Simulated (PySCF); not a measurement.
Excitations are Tamm–Dancoff values on a coarser integration grid. The basis has no diffuse functions, so Rydberg states are missing or too high.

## CH5BO, SMILES `BCO` (charge 0, multiplicity 1)

All values below come from PBE-D3(BJ)/def2-TZVP // B3LYP-D3(BJ)/def2-TZVP (PySCF).

| Item | Result |
|---|---|
| HOMO | -6.29 eV |
| dipole moment | 1.07 D |
| HOMO–LUMO gap | 3.69 eV |
| LUMO | -2.61 eV |
| S1 excitation (TDA) | 3.91 eV |
| S1 oscillator strength | 0.025 |
| T1 excitation (TDA) | 3.55 eV |
| S1–T1 gap (TDA) | 0.36 eV |
| total energy | -141.0189 Ha |
| cost | about 70 core-seconds (a rough figure) |

```xyz
8

B      0.9818     0.2704    -0.0933
C     -0.3647    -0.4821    -0.0232
O     -1.5694     0.2600     0.1516
H      1.0447     1.4565     0.0462
H      1.9818    -0.3525    -0.2723
H     -0.2676    -1.2252     0.7903
H     -0.4668    -1.1044    -0.9260
H     -1.3397     1.1775     0.3268
```
Charge 0, spin multiplicity 1.
